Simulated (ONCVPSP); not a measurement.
# Before and after: ONCV potential for antimony (Sb)

```json
{
  "Element": "Sb",
  "Generator": "ONCVPSP 4.0.1",
  "Type": "optimised norm-conserving Vanderbilt (ONCV)",
  "Functional": "PBE",
  "Relativity": "scalar-relativistic",
  "Frozen core": "[Ar] 3d10",
  "Valence charge": "23",
  "Reference configuration": "4s2 4p6 4d10 5s1.5 5p3.5",
  "Partial waves": "4s+5s: rc 1.35 bohr, ncon 4, nbas 9, qcut 11.4 1/bohr, 2 projectors; 4p+5p: rc 1.55 bohr, ncon 4, nbas 8, qcut 10.2 1/bohr, 2 projectors; 4d: rc 1.35 bohr, ncon 4, nbas 8, qcut 9.3 1/bohr, local",
  "Local potential": "the d channel",
  "Core correction": "none"
}
```

All-electron outer shells of the reference configuration (PBE, scalar-relativistic, ld1.x):

| shell | level (eV) | outermost node (bohr) | outermost maximum (bohr) |
| --- | --- | --- | --- |
| 3p | -751.14 | 0.13 | 0.29 |
| 3d | -516.61 | – | 0.24 |
| 4s | -149.58 | 0.39 | 0.73 |
| 4p | -102.53 | 0.39 | 0.76 |
| 4d | -34.22 | 0.38 | 0.84 |
| 5s | -13.24 | 0.95 | 1.88 |
| 5p | -5.12 | 1.04 | 2.32 |

Change: s: qcut 13.7; p: qcut 12.2; d: qcut 11.1.

Cutoffs: the cutoffs (Ha) at which the residual kinetic energy of the hardest occupied pseudo-wave falls to 1 and 0.1 mHa per electron; they do not see the model core or the augmentation charge, which bear on the density cutoff. Errors are all-electron minus pseudo energies relative to the spin-unpolarised reference configuration.

Predict the effect on cutoff, ghosts and configuration errors.

The potential gets harder (41 Ha and 53 Ha → 54 Ha and 63 Ha); of the 4 tests that both files solve, the error grows in 0 and shrinks in 1 by more than 15 % and 0.3 meV (median size 3.6 → 3.6 meV); the range in which the d phases agree widens (upper end 2.7 → 3.9); neither file shows a bound ghost.

```csv
quantity,base,changed
"cutoff, loose",41 Ha,54 Ha
"cutoff, tight",53 Ha,63 Ha
loose cutoff by channel,"s 41 Ha, p 28 Ha, d 38 Ha","s 54 Ha, p 25 Ha, d 45 Ha"
bound ghosts,none,none
GHOST(+) flags under 300 eV,none,none
"error for 4s2 4p6 4d10 5s2 5p3, meV [ΔE -4.03 eV]",+0.3,+0.3
"error for 4s2 4p6 4d10 5s2 5p2, meV [ΔE 4.29 eV]",-1.6,-1.6
"error for 4s2 4p6 4d10 5s2 5p1, meV [ΔE 20.26 eV]",-5.7,-5.6
"error for 4s2 4p5 4d10 5s2 5p3, meV [ΔE 105.92 eV]",-202,-144
s: phases at 1.37 bohr within 0.05 rad from the reference energy up to (Ha; the scan ends near 5),to the end of the scan,to the end of the scan
p: phases at 1.58 bohr within 0.05 rad from the reference energy up to (Ha; the scan ends near 5),to the end of the scan,to the end of the scan
d: phases at 1.37 bohr within 0.05 rad from the reference energy up to (Ha; the scan ends near 5),2.7,3.9
```
